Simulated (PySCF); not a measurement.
Species: C₄H₇F₂O₂Si (doublet state).
SMILES with atom numbers: `[CH3:1][C:2]1[O:3][SiH2:4][O:5][C@@H:6]1[CH:7]([F:8])[F:9]` (hydrogens: H10, H11, H12 on C1; H13, H14 on Si4; H15 on C6; H16 on C7)

Structure used (GFN2-xTB), in Å, numbered top down from 1:
```xyz
16
C4H7F2O2Si angstrom
C     -1.4569   -1.3790    0.2813
C     -0.7871   -0.0674    0.4117
O     -1.3494    1.0318   -0.1600
Si    -0.2615    2.2521   -0.3526
O      0.9935    1.4543    0.3640
C      0.6872    0.1165    0.6155
C      1.5355   -0.7578   -0.3374
F      1.0298   -0.7441   -1.5908
F      1.5387   -2.0500    0.0625
H     -1.3048   -1.8170   -0.7132
H     -2.5284   -1.2554    0.4251
H     -1.0640   -2.0749    1.0196
H     -0.6165    3.3831    0.4811
H     -0.0081    2.4663   -1.7664
H      1.0084   -0.1449    1.6361
H      2.5759   -0.4047   -0.3880
```

The hyperfine couplings belong to this conformer and change with its torsions.

Theory: UKS B3LYP, pcH-1 on C F H O Si, non-relativistic, mean-field spin-orbit, GIAO in PySCF. The structure is a single GFN2-xTB conformer in the gas phase; no vibrational or solvent corrections. The geometry wasn't refined by DFT: couplings that depend on bond lengths, twists or pyramidal angles can differ widely from those at the functional's own minimum. Stability of the SCF solution: not tested.

Largest spin populations (Mulliken): C2 (+0.87), O3 (+0.10), C1 (-0.07) and H10 (+0.07). No atom but C2 exceeds +0.15. The positive populations add up to 1.13 and the negative ones to -0.13, together 2S = 1. The angles at C2 add up to 355.3°, so it is nearly planar.

Problem. List the C–H protons on four-coordinate carbons next to a three-coordinate spin centre, with their couplings and θ (C–H bond against the normal to the plane of the centre's neighbours, projected along the bond that joins the two).

Solution. 
```csv
β H,on,centre,θ (°),cos²θ,a (G)
H10,C1,C2,0,1.00,+47.42
H11,C1,C2,61,0.24,+13.96
H12,C1,C2,60,0.25,+7.19
H15,C6,C2,30,0.75,+24.25
```

Fitting the Heller–McConnell form a = ρ(B0 + B2 cos²θ), with Mulliken ρ = 0.87, gives B0 = -1.5 G and B2 = 50.5 G, with a largest miss of 7.4 G.

Problem. What would the freely rotating methyl group on C1 show?

Solution. Three equal couplings, a 1:3:3:1 quartet. The mean of the three values of this geometry estimates the splitting: 22.9 G, or 64.1 MHz (three bonds 120° apart have a mean cos²θ of 1/2 at any torsion).

Couplings in gauss use g_iso = 2.0031.

Hardware: one thread, Arm Neoverse V1 (aarch64), no GPU (shared host). Cost: 2.3 min (grids of density and orbitals included), 1.1 GiB resident at most.
